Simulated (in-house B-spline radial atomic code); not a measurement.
Successive ionisation energies of technetium; each step leads to the configuration of the next row (after the last: [He] 2s2 2p1/2(2) 2p3/2(1)). Dirac energy differences include first-order Breit, QED and recoil terms. NIST's values go from ground level to ground level; the uncertainty of those that are theory runs from under 0.1 % in few-electron ions to several per cent in heavy many-electron ones. Computed with a B-spline radial code for spherical atoms: Dirac-Hartree-Fock, jj configuration that fills j = l - 1/2 first, finite nuclei.

A number in brackets counts the electrons of a j subshell.

| ion | configuration | ionisation energy (eV) | tabulated value (eV) | tabulated kind | computed minus tabulated (eV) | highest orbital | largest mean radius (bohr) |
| --- | --- | --- | --- | --- | --- | --- | --- |
| Tc24+ | [Ar] 3d3/2(1) | 1166.0 | 1166 | tabulated theory | 0 | 3d3/2 | 0.37751 |
| Tc25+ | [Ne] 3s2 3p6 | 1353.7 | 1354 | semi-empirical | 0 | 3p3/2 | 0.37408 |
| Tc26+ | [Ne] 3s2 3p1/2(2) 3p3/2(3) | 1416.3 | 1411.6 | semi-empirical | 5 | 3p3/2 | 0.37143 |
| Tc27+ | [Ne] 3s2 3p1/2(2) 3p3/2(2) | 1479.8 | 1479.5 | semi-empirical | 0 | 3p3/2 | 0.36881 |
| Tc28+ | [Ne] 3s2 3p1/2(2) 3p3/2(1) | ? | ? | semi-empirical | ? | ? | ? |
| Tc29+ | [Ne] 3s2 3p1/2(2) | 1633.4 | 1638 | semi-empirical | -5 | 3p1/2 | 0.36368 |
| Tc30+ | [Ne] 3s2 3p1/2(1) | 1703.2 | 1689 | semi-empirical | 14 | 3p1/2 | 0.36113 |
| Tc31+ | [Ne] 3s2 | ? | ? | semi-empirical | ? | ? | ? |
| Tc32+ | [Ne] 3s1 | ? | ? | semi-empirical | ? | ? | ? |
| Tc33+ | [He] 2s2 2p6 | 4499.0 | 4505 | semi-empirical | -6 | 2p3/2 | 0.14592 |
| Tc34+ | [He] 2s2 2p1/2(2) 2p3/2(3) | 4681.7 | 4681 | semi-empirical | 1 | 2p3/2 | 0.14485 |
| Tc35+ | [He] 2s2 2p1/2(2) 2p3/2(2) | 4867.4 | 4874 | semi-empirical | -7 | 2p3/2 | 0.14379 |

(1) Fill in the row of Tc28+.

(2) Fill in the row of Tc31+.

(3) Fill in the row of Tc32+.

(4) Where is the largest jump?

(5) How far is this level of theory from the measured and semi-empirical values?

Answers

(1) ionisation energy (eV): 1544.2; tabulated value (eV): 1559; computed minus tabulated (eV): -15; highest orbital: 3p3/2; largest mean radius (bohr): 0.36623.

(2) ionisation energy (eV): 1831.3; tabulated value (eV): 1838; computed minus tabulated (eV): -7; highest orbital: 3s1/2; largest mean radius (bohr): 0.35862.

(3) ionisation energy (eV): 1899.5; tabulated value (eV): 1900.28; computed minus tabulated (eV): -1; highest orbital: 3s1/2; largest mean radius (bohr): 0.35585.

(4) From Tc32+ to Tc33+, by a factor of 2.37 (1899.5 to 4499 eV); the highest orbital goes from 3s1/2 to 2p3/2.

(5) Over those 11 rows the differences run from -14.8 to +14.2 eV (mean absolute value 5.4 eV). The calculation leaves out correlation and, in open shells, the multiplet splittings that an average leaves out.
